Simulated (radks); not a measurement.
Values are calculated unless marked as measured or tabulated.
Ionisation ladder of cerium, from Ce XXIII to Ce XXIX. Each ion is in the ground configuration listed by NIST, and IE = E(next ion) - E(this ion). Code: a radial shooting solver on a logarithmic mesh with Libxc functionals. Model: Dirac Kohn-Sham, PBE, spin-unpolarised, spherical densities, finite nucleus; open shells fill j = l - 1/2 first; Fermi nuclear charge, rms radius 4.8771 fm.

species        configuration  IE, Delta-SCF (eV)  -e(HOMO) (eV)   HOMO  <r> HOMO (bohr)
Ce XXIII                [Kr]                   ?         732.15  4p3/2            0.613
Ce XXIV    [Ar] 3d10 4s2 4p5                   ?         769.17  4p3/2            0.608
Ce XXV     [Ar] 3d10 4s2 4p4              825.36         806.54  4p3/2            0.603
Ce XXVI    [Ar] 3d10 4s2 4p3              863.18         844.22  4p3/2            0.597
Ce XXVII   [Ar] 3d10 4s2 4p2              928.29         908.62  4p1/2            0.575
Ce XXVIII  [Ar] 3d10 4s2 4p1              967.78         948.00  4p1/2            0.570
Ce XXIX        [Ar] 3d10 4s2                   ?         1047.5  4s1/2            0.564

Estimate the withheld Delta-SCF values.

Answer. Ce XXIII: 750.63 eV (NIST 749); Ce XXIV: 787.82 eV (NIST 785); Ce XXIX: 1067.5 eV (NIST 1060).

Beside tabulated values, note that spin-unpolarised runs miss the spin-polarisation part of the exchange energy of open shells.
